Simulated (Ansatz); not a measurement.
Start from `B[Se]C(N)O` and change one atom or group to get `N[CH](O)[GeH3]`.

Ansatz, PBE0-D4/def2-TZVP geometries, multiplicity 1. Each molecule was computed in one conformer, which needn't be the lowest.

Scalar relativity is left out up to krypton.

```tsv
property	`B[Se]C(N)O`
HOMO energy (PBE/def2-TZVPP) / eV	-6.08
HOMO–LUMO gap (PBE0/def2-TZVPP) / eV	5.98
size of the dipole moment (ωB97M-V/def2-TZVPP) / D	1.71
size of the dipole moment (B3LYP/def2-TZVPP) / D	1.70
LUMO energy (ωB97M-V/def2-TZVPP) / eV	0.46
HOMO energy (PBE0/def2-TZVPP) / eV	-7.41
```

(1) What does the change do to each property? (Estimate.)

Results:

(1) Ansatz gave: 
```csv
property,`N[CH](O)[GeH3]`,shift
HOMO energy (PBE/def2-TZVPP) / eV,-5.35,0.73
HOMO–LUMO gap (PBE0/def2-TZVPP) / eV,7.20,1.22
size of the dipole moment (ωB97M-V/def2-TZVPP) / D,2.37,0.66
size of the dipole moment (B3LYP/def2-TZVPP) / D,2.36,0.66
LUMO energy (ωB97M-V/def2-TZVPP) / eV,1.97,1.51
HOMO energy (PBE0/def2-TZVPP) / eV,-6.73,0.68
```

With PBE0 the HOMO rises by 0.68 eV and the LUMO rises by 1.90 eV, so the gap widens by about 1.22 eV. PBE moves the HOMO by 0.73 eV and ωB97M-V by 0.57 eV. Dipoles are sizes alone; their direction can turn.

B3LYP here is the variant with VWN-RPA as its local correlation; programs differ in this.

Spin–orbit coupling is left out; it splits and shifts lone-pair levels of the heavy atoms by tenths of an eV.
